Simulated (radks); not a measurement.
Results of a calculation; reference values are marked as such.
Problem. Gd34+, configuration [Ar] 3d10 4s2. Level of theory: Dirac Kohn-Sham, exchange-only PBE, spin-unpolarised, spherical densities, finite nucleus; Fermi nuclear charge, rms radius 5.1569 fm (a radial shooting solver on a logarithmic mesh with Libxc functionals).

Spin-orbit splittings of the eigenvalues, e(l+1/2) - e(l-1/2), with zeta = 2 splitting/(2l+1) and mean radii in bohr:

| shell | occ. | splitting (eV) | zeta (eV) | <r> j=l-1/2 | <r> j=l+1/2 |
|---|---|---|---|---|---|
| 2p | 6 | ? | ? | 0.07729 | 0.08409 |
| 3p | 6 | 149.0 | 99.35 | 0.2292 | 0.2414 |
| 3d | 10 | 33.06 | 13.23 | 0.2128 | 0.2165 |

Estimate the 2p splitting.

Solution. 699.0 eV (zeta = 466.0 eV).
